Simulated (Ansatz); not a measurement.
Reaction (SMILES): [Cl][Ge] (Cl-Ge) → Cl atom + Ge atom
B3LYP-D3(BJ)/def2-TZVP geometries, fixed; electronic energies without zero-point terms.

Basis-set convergence of the atomisation energy at PBE0 with Ansatz (a quantum-chemistry and plane-wave program). Cartesian d functions, on some or all atoms, in 6-31G, 6-31G**; all else is spherical. The program fits the integrals of some runs and decomposes those of others, by size. Open shells are unrestricted. No added dispersion term, no relativity. Functions are those of the species that has most. Reference: the value in aug-cc-pV(5+d)Z, 95.26 kcal/mol, itself unsure by roughly 0.08 kcal/mol (its mean distance from pcseg-4, aug-pcseg-3, aug-cc-pV(Q+d)Z). Deviations are taken from unrounded values.

| basis | functions | atomisation energy (kcal/mol) | minus reference (kcal/mol) |
|---|---|---|---|
| pcseg-0 | 35 | 83.37 | -11.89 |
| 6-31G | 42 | 82.78 | -12.48 |
| cc-pV(D+d)Z | 50 | 92.70 | -2.56 |
| def2-SVP | 50 | 93.89 | -1.37 |
| 6-31G** | 54 | 91.82 | -3.44 |
| aug-cc-pV(D+d)Z | 68 | 93.73 | -1.52 |
| pcseg-2 | 77 | 94.04 | -1.21 |
| cc-pV(T+d)Z | 82 | 94.86 | -0.39 |
| def2-TZVP | 85 | 95.49 | 0.23 |
| def2-QZVPP | 159 | 95.23 | -0.02 |
| aug-cc-pV(Q+d)Z | 182 | 95.28 | 0.03 |
| aug-pcseg-3 | 182 | 95.15 | -0.11 |
| pcseg-4 | 216 | 95.16 | -0.09 |

The smallest set listed that lies within 2 kcal/mol of the reference with all its larger relatives (same family, alike in diffuse functions; a set with none counts only in the reference's own line) is def2-SVP (50 functions, -1.37 kcal/mol off). Inside, with no larger relative to test it: aug-pcseg-3. (Relatives not listed, tested too: def2-TZVPP 0.23, aug-cc-pV(T+d)Z -0.22, cc-pV(Q+d)Z -0.06, pcseg-3 -0.16, def2-QZVP -0.08, cc-pV(5+d)Z -0.05, aug-cc-pV(5+d)Z 0.00 kcal/mol.)
